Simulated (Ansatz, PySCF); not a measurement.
calicene (C₈H₆), SMILES C1(C=CC=C1)=C1C=C1. Atoms are numbered in the order given.

```xyz
14

C      0.0000    -0.7286    -2.2085
C      0.0000    -1.1738    -0.9137
C      0.0000     0.0000    -0.0459
C      0.0000     0.0000     1.3096
C      0.0000     0.6646     2.5744
C      0.0000    -0.6646     2.5744
C      0.0000     1.1738    -0.9137
C      0.0000     0.7286    -2.2085
H      0.0000    -1.3533    -3.1028
H      0.0000    -2.2072    -0.5676
H      0.0000     1.5907     3.1455
H      0.0000    -1.5907     3.1455
H      0.0000     2.2072    -0.5676
H      0.0000     1.3533    -3.1028
```

The structure is a stationary point at B3LYP-D3(BJ)/def2-SVP.

Two levels are set side by side: PBE-D3(BJ)/def2-SVP (Ansatz, a first-principles code) and B3LYP-D3(BJ)/def2-SVP (Ansatz). Each level has its own optimised geometry; the coordinates shown are those of the second. Frequencies come from the Hessian of PySCF at each geometry. Differences are taken from unrounded values.

```
quantity                            B3LYP-D3(BJ)  PBE-D3(BJ)  PBE-D3(BJ) minus B3LYP-D3(BJ)
----------------------------------  ------------  ----------  -----------------------------
mean bond length (Å)                       1.280       1.287                          0.007
bond C1–C2 (Å)                             1.369       1.378                          0.009
bond C1–C8 (Å)                             1.457       1.458                          0.001
bond C2–C3 (Å)                             1.460       1.462                          0.002
bond C3–C4 (Å)                             1.355       1.364                          0.008
bond C3–C7 (Å)                             1.460       1.462                          0.002
bond C4–C5 (Å)                             1.429       1.437                          0.008
bond C4–C6 (Å)                             1.429       1.437                          0.008
bond C5–C6 (Å)                             1.329       1.339                          0.010
bond C7–C8 (Å)                             1.369       1.378                          0.009
bond C1–H9 (Å)                             1.091       1.099                          0.008
bond C2–H10 (Å)                            1.090       1.097                          0.008
bond C5–H11 (Å)                            1.088       1.096                          0.008
bond C6–H12 (Å)                            1.088       1.096                          0.008
bond C7–H13 (Å)                            1.090       1.097                          0.008
bond C8–H14 (Å)                            1.091       1.099                          0.008
highest harmonic wavenumber (cm⁻¹)          3293        3222                            -71
mean harmonic wavenumber (cm⁻¹)             1311        1277                            -35
zero-point energy (kcal/mol)               67.49       65.72                          -1.78
```

GGA bonds tend to be longer and softer than those of functionals with exact exchange. Differences between two approximate levels are no errors against the true value.
